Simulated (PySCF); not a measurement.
Compound: C₇H₁₂F (doublet state).
Numbering: `[CH3:1][CH:2]([CH3:3])/[C:4]=[CH:5]\[C@@H:6]([CH3:7])[F:8]` (hydrogens: H9, H10, H11 on C1; H12 on C2; H13, H14, H15 on C3; H16 on C5; H17 on C6; H18, H19, H20 on C7)

Structure used (GFN2-xTB), in Å, numbered top down from 1:
```xyz
20
C7H12F angstrom
C     -2.0133   -1.1719   -0.4820
C     -1.6621    0.1450    0.2247
C     -1.3930    1.2682   -0.7875
C     -0.5218   -0.0290    1.1210
C      0.7406   -0.2951    1.2024
C      1.6885   -0.6169    0.0496
C      2.6157    0.5532   -0.2432
F      2.4535   -1.7152    0.4043
H     -1.1977   -1.4888   -1.1269
H     -2.1982   -1.9570    0.2464
H     -2.9062   -1.0412   -1.0896
H     -2.5345    0.4424    0.8252
H     -0.5612    1.0043   -1.4362
H     -1.1486    2.1927   -0.2699
H     -2.2752    1.4349   -1.4019
H      1.2526   -0.3077    2.1588
H      1.1311   -0.9178   -0.8447
H      3.3187    0.2827   -1.0287
H      3.1752    0.8168    0.6515
H      2.0309    1.4109   -0.5629
```

The hyperfine couplings belong to this conformer and change with its torsions.

Computed with UKS B3LYP, pcH-1 on C F H, non-relativistic, mean-field spin-orbit, GIAO (PySCF). Isolated species at its GFN2-xTB geometry (one conformer only). A GFN2-xTB geometry isn't a minimum of the functional, and hyperfine couplings can be far from their values at a DFT geometry. Stability of the SCF solution: not tested.

Question: Give the principal g shifts and their parts.

Answer: 
| Δg (ppm) | 1 | 2 | 3 |
| --- | --- | --- | --- |
| relativistic mass correction | -160 | -160 | -160 |
| gauge correction | 42 | 22 | 0 |
| orbital Zeeman/spin–orbit | -459 | 43 | 618 |
| total | -577 | -94 | 458 |

So g = 2.00174, 2.00223, 2.00278 and g_iso = 2.00225; the tensor is rhombic: the two nearest values differ by 47 % of g3 − g1. 

Question: What are the electron Larmor frequencies g μB B/h along the three axes at 1200 mT?

Answer: 33.6203, 33.6284, 33.6376 GHz for g1, g2 and g3, a range of 17.4 MHz.

Question: At 9.406 GHz, how far is the centre of the isotropic spectrum from where a free electron (g = 2.002319) resonates?

Answer: B = hν/(g μB) with μB/h = 13.99624 MHz/mT gives 335.63 mT for the free electron and 335.64 mT at g_iso, 0.01 mT higher.

Question: How much does each term add to the isotropic shift?

Answer: The mass correction -160, the orbital-Zeeman/spin–orbit term 67 and the gauge correction 21 ppm, for a total of -71 ppm. The mass correction is the largest in size. The mass correction is the same along every axis, so the anisotropy comes from the other two: their spans along these axes are 42 (gauge) and 1077 ppm (orbital Zeeman/spin–orbit).

Question: In a frozen sample, at which fields do the three g values resonate at 9.5, 34, 94 and 263 GHz (hyperfine left aside), and which band first spreads them over more than twice a line width of 1.0 mT?

Answer: 
```
band    GHz  B(g3) mT  B(g2) mT  B(g1) mT  spread mT
   X    9.5    338.91    339.00    339.08       0.18
   Q   34.0   1212.93   1213.26   1213.55       0.63
   W   94.0   3353.39   3354.31   3355.12       1.73
   J  263.0   9382.35   9384.94   9387.20       4.85
```

The spread grows in proportion to the frequency. J band is the first where it exceeds 2.0 mT.

The Mulliken spin populations are largest on C4 (+0.99), C5 (-0.16) and C6 (+0.07). No atom but C4 exceeds +0.15. The positive populations add up to 1.21 and the negative ones to -0.21, together 2S = 1.

The HOMO–LUMO gaps are 5.86 eV among the α and 5.30 eV among the β orbitals.

Hardware: one thread, Arm Neoverse V1 (aarch64), no GPU, shared host with 32 logical CPUs at a one-minute load of 12. Cost: 96 s of wall time (grids of density and orbitals included), 1.1 GiB resident at most.
